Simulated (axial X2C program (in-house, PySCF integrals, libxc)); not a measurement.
## LiI: computed against measured constants

Calculated with an axial X2C code built on PySCF integrals. Spin-free means the one-electron spin-free X2C Hamiltonian; two-component (2c) means X2C with spin–orbit coupling and atomic mean-field two-electron Coulomb and Gaunt terms, so the difference of the two also holds small scalar two-electron terms. Basis: I dyall-cv3z [11s12p8d4f1g], Li dyall-cv3z [7s8p2d] (cores contracted in-house); Gaussian nuclei, density fitting, unrestricted open shells. Masses: I 126.904 u, Li 7.016 u.

| Hamiltonian | level | Re (Å) | ωe (cm⁻¹) | ωexe (cm⁻¹) | De (eV) |
| --- | --- | --- | --- | --- | --- |
| spin-free | PBE0 | 2.391 | 498.0 | 2.84 | 3.70 |
| spin-free | HF | 2.421 | 490.8 | 2.77 | 2.80 |
| spin-free | MP2 | 2.422 | 487.3 | 2.81 | 3.68 |
| spin-free | CCSD | 2.421 | 487.6 | 2.83 | 3.58 |
| spin-free | CCSD(T) | 2.422 | 486.0 | 2.82 | 3.64 |
| spin-free | TPSS | 2.402 | 488.4 | 2.87 | 3.77 |
| 2c | PBE0 | 2.393 | 495.7 | 2.85 | 3.44 |
| 2c | HF | 2.423 | 488.8 | 2.77 | 2.50 |
| 2c | MP2 | 2.424 | 485.5 | 2.81 | 3.40 |
| 2c | CCSD | 2.423 | 486.5 | 2.96 | 3.29 |
| 2c | CCSD(T) | 2.424 | 484.6 | 2.9 | 3.36 |
| 2c | TPSS | 2.405 | 486.0 | 2.88 | 3.54 |

De refers to I + Li.

Correlated methods: 8 electrons correlated (number of frozen shells: I 4 s, 3 p, 2 d; Li 1 s), 220 virtual spin orbitals or spinors in MP2, 86 natural virtuals in coupled cluster.

Measured (Huber and Herzberg, Constants of Diatomic Molecules, 1979; state 1Σ+): Re (Å) 2.39192, ωe (cm⁻¹) 498.16, ωexe (cm⁻¹) 3.39.

Question: Work out the error of each level, computed minus measured.

Answer: 

| Hamiltonian | level | Re (Å) | ωe (cm⁻¹) | ωexe (cm⁻¹) |
| --- | --- | --- | --- | --- |
| spin-free | PBE0 | -0.001 | -0.2 | -0.55 |
| spin-free | HF | 0.029 | -7.4 | -0.62 |
| spin-free | MP2 | 0.030 | -10.9 | -0.58 |
| spin-free | CCSD | 0.029 | -10.6 | -0.56 |
| spin-free | CCSD(T) | 0.030 | -12.2 | -0.57 |
| spin-free | TPSS | 0.010 | -9.8 | -0.52 |
| 2c | PBE0 | 0.001 | -2.5 | -0.54 |
| 2c | HF | 0.031 | -9.4 | -0.62 |
| 2c | MP2 | 0.032 | -12.7 | -0.58 |
| 2c | CCSD | 0.031 | -11.7 | -0.43 |
| 2c | CCSD(T) | 0.032 | -13.6 | -0.49 |
| 2c | TPSS | 0.013 | -12.2 | -0.51 |

Occupations by symmetry block were frozen at the best pattern of an incomplete PBE0 search. Closed shells are restricted here (equal orbitals for both partners); the stretched side of such a curve lies too high. De is counted from the lowest determinant-based energies of the atoms at the same level, without counterpoise correction. Coupled cluster ran in a truncated set of natural virtual spinors; the MP2 energy of the rest was added. (T) has no such correction and the atoms are truncated less, which lowers De at CCSD(T) by a hundredth of an eV or more. Without a current term, density functionals place determinants with orbital angular momentum somewhat too high.
